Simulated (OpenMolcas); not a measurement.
# Computed levels of As⁺

```
Program             : OpenMolcas
Method              : CASSCF
Basis               : ANO-RCC-VTZP [6s5p3d1f]
Scalar Hamiltonian  : DKH2, point nucleus
Active space        : 4 electrons in 8 orbitals (4s 4p 5s 5p)
State averaging     : 2S+1 = 3 even, 3 roots; 2S+1 = 1 even, 9 roots; 2S+1 = 5 odd, 1 root; 2S+1 = 3 odd, 9 roots; 2S+1 = 1 odd, 8 roots
Spin-orbit coupling : state interaction with AMFI integrals over the reference wave functions, term energies averaged over their components
```

Spin-free terms above the lowest, with the occupations of the reference (each correlating shell added to its valence partner):

```
Configuration  Term  E (cm⁻¹)      Occupations
      4s² 4p²    ³P       0.0  4s 1.97 4p 2.03
      4s² 4p²    ¹D     12106  4s 1.97 4p 2.03
      4s² 4p²    ¹S     21228  4s 1.91 4p 2.09
       4s 4p³   ⁵S°     42707  4s 1.00 4p 3.00
```

With spin-orbit coupling, above the lowest level:

```
Configuration  Term  J  E (cm⁻¹)  Measured (cm⁻¹)      g  Term weight %
      4s² 4p²    ³P  0       0.0              0.0                    99
      4s² 4p²    ³P  1       890             1063  1.501            100
      4s² 4p²    ³P  2      2219             2541  1.497             99
      4s² 4p²    ¹D  2     13795            10096  1.004             99
      4s² 4p²    ¹S  0     23010            22599                    99
       4s 4p³   ⁵S°  2     44264            54817  2.002            100
```

Against the 5 measured excited levels shown (NIST Handbook of Basic Atomic Spectroscopic Data) the mean absolute deviation is 3000 cm-1; the largest miss in energy is 4s 4p³ ⁵S°₂: computed 44264, measured 54817 cm⁻¹ (-19.3 %), and the largest in proportion 4s² 4p² ¹D₂ (+36.6 %).

Spin-orbit coupling puts the lowest level 1600 cm⁻¹ below the lowest spin-free term.

For ³P the intervals divided by the larger J are 889.6, 664.5 cm-1. Landé's interval rule makes them equal in pure LS coupling; they differ by 29 % of their mean. The multiplet is regular.

Without dynamic correlation excited terms often stand tens of per cent too high (terms of higher spin than the ground term too low), and those without a measured partner can miss by more than the paired ones. The run also gave levels led by 4s² 4p 5p, 4s² 4p 5s, which use shells meant for correlation; these and all levels above them are left out. Terms of s pⁿ other than that of highest spin mix with s² pⁿ⁻² d, which this space lacks; all of them can be thousands of cm-1 off, and some have no real level of that name. Measured partners are found by configuration, term and J. A level has none where our copy of the source lacks it or the pairing is in doubt (some pairs that miss far off the trend of their configuration count as doubtful), and it then counts in no deviation. Levels of configurations outside the active space are missing. The first state left out of the spin-orbit step lies near 95000 cm-1 above the lowest spin-free state of the reference (among the parities and spins computed), and the list stops at four fifths of that energy or lower.

The term weight is that of the spin-free term in the level, not the purity of its configuration. ° marks odd parity.
